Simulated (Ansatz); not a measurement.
A nudged elastic band was laid between two geometries of Cl₃H₄HfNS (10 atoms, charge 0, multiplicity 1).

All numbers below come from RKS PBE/def2-SVP (Ansatz 0.2.0).

```yaml
movable_images: 8
climbing_image: no
spring: 5.0 eV/Å²
optimiser: quadratic models (default)
start_path: through a guess of the saddle point
force_threshold: 0.05 eV/Å
iteration_limit: 60
end_points: relaxed
```

Initial state:

```xyz
10
Properties=species:S:1:pos:R:3
Hf 0.045 -0.079 0.231
N -0.276 0.205 2.200
H -1.160 0.007 2.685
H 0.314 0.782 2.814
Cl 2.349 0.367 -0.253
Cl -0.886 1.853 -0.782
Cl -1.531 -1.682 -0.596
S 1.367 -2.657 0.661
H 0.499 -3.281 1.506
H 2.244 -2.359 1.661
```

Final state:

```xyz
10
Properties=species:S:1:pos:R:3
Hf 0.338 -0.562 0.052
N -0.218 -0.214 2.397
H -0.744 -1.001 2.805
H -0.806 0.624 2.513
Cl 1.058 -1.160 -2.122
Cl 1.245 1.626 0.284
Cl -2.027 -0.708 -0.156
S 1.482 -2.407 1.239
H 2.026 -2.970 0.125
H 0.613 -0.073 2.991
```

**Question.** What changes between the two ends?

**Answer.** Bonds broken: S8–H10. Bonds formed: N2–H10.

**Question.** Give the energies along the band, and the barrier.

**Answer.** The forces met the threshold. The highest image is number 4 of 0 to 9, 0.085 eV above the first end and 1.079 eV above the last; the last end lies 0.993 eV below the first. Beside the main top the profile has a ripple of under 15 meV (maxima at images 2, 4, 8), which may be a very shallow well or noise. No image climbed, so the highest image needn't sit at the top of the path. The orbitals stay closed-shell, which can raise the energy where a bond breaks towards radicals; this wasn't checked here.

| image | path coordinate (Å) | energy (eV) | S8–H10 (Å) | N2–H10 (Å) |
| --- | --- | --- | --- | --- |
| 0 | 0.00 | 0.000 | 1.36 | 3.64 |
| 1 | 1.39 | 0.060 | 1.36 | 3.20 |
| 2 | 2.78 | 0.079 | 1.37 | 3.71 |
| 3 | 4.17 | 0.073 | 1.36 | 2.69 |
| 4 | 5.57 | 0.085 | 2.00 | 1.16 |
| 5 | 6.96 | -0.737 | 2.67 | 1.03 |
| 6 | 8.35 | -0.891 | 2.87 | 1.03 |
| 7 | 9.74 | -0.989 | 2.92 | 1.03 |
| 8 | 11.14 | -0.976 | 2.71 | 1.03 |
| 9 | 12.53 | -0.993 | 3.05 | 1.03 |

**Question.** What is the geometry of the highest image?

**Answer.** 
```xyz
10
Properties=species:S:1:pos:R:3
Hf 0.261 -0.358 0.061
N 0.039 -0.113 2.282
H -0.697 0.558 2.580
H 0.870 0.112 2.847
Cl 2.244 0.169 -1.078
Cl -1.009 1.667 -0.298
Cl -1.325 -1.883 -0.766
S 1.464 -2.321 1.436
H 1.090 -3.400 0.704
H 0.026 -1.275 2.359
```

Run time: 6.4 min on 4 threads of AMD EPYC 7R32 (Zen 2), on a shared host, peak memory 0.26 GiB.
